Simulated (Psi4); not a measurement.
Conformational energy of C₅H₄OS₂, SMILES C(c1sc(cc1)S)=O. Scanned: dihedral O1–C2–C3–S8; all other coordinates were relaxed at GFN2-xTB. Points at φ and −φ are mirror images. Heavy atoms are numbered in the order of the SMILES O=Cc1ccc(S)s1, hydrogens after them in the order of the atoms that carry them; the mirror image has the same energies with the sign of each dihedral reversed.

Levels: PBE/def2-SVP // GFN2-xTB (Psi4); PBE-D3(BJ)/def2-SVP // GFN2-xTB (Psi4); MP2/cc-pVTZ = DF-MP2 (frozen core)/cc-pVTZ // GFN2-xTB (Psi4 1.11).

Energies relative to the lowest point of each profile, in kJ/mol; the last columns give the difference from MP2:

| φ / ° | PBE/def2-SVP | PBE-D3(BJ)/def2-SVP | MP2/cc-pVTZ | PBE/def2-SVP − MP2/cc-pVTZ | PBE-D3(BJ)/def2-SVP − MP2/cc-pVTZ |
|---|---|---|---|---|---|
| -160 | 10.6 | 10.7 | 10.9 | -0.3 | -0.3 |
| -140 | 23.9 | 23.9 | 21.4 | 2.5 | 2.5 |
| -120 | 42.3 | 42.4 | 35.9 | 6.4 | 6.5 |
| -100 | 58.7 | 58.9 | 47.8 | 11.0 | 11.2 |
| -80 | 58.5 | 58.8 | 47.2 | 11.3 | 11.6 |
| -60 | 41.9 | 42.1 | 34.6 | 7.3 | 7.5 |
| -40 | 21.7 | 21.8 | 18.0 | 3.7 | 3.8 |
| -20 | 6.0 | 6.0 | 4.9 | 1.1 | 1.1 |
| 0 | 0.0 | 0.0 | 0.0 | 0.0 | 0.0 |
| 20 | 6.0 | 6.0 | 4.9 | 1.1 | 1.1 |
| 40 | 21.7 | 21.8 | 18.0 | 3.7 | 3.8 |
| 60 | 41.9 | 42.1 | 34.6 | 7.3 | 7.5 |
| 80 | 58.5 | 58.8 | 47.2 | 11.3 | 11.6 |
| 100 | 58.7 | 58.9 | 47.8 | 11.0 | 11.2 |
| 120 | 42.3 | 42.4 | 35.9 | 6.4 | 6.5 |
| 140 | 23.9 | 23.9 | 21.4 | 2.5 | 2.5 |
| 160 | 10.6 | 10.7 | 10.9 | -0.3 | -0.3 |
| 180 | 5.8 | 5.9 | 7.2 | -1.4 | -1.4 |

PBE/def2-SVP is furthest from MP2/cc-pVTZ at -80 (11.3 kJ/mol, above); its mean absolute difference over the points is 4.9 kJ/mol.

PBE-D3(BJ)/def2-SVP is furthest from MP2/cc-pVTZ at -80 (11.6 kJ/mol, above); its mean absolute difference over the points is 5.0 kJ/mol.
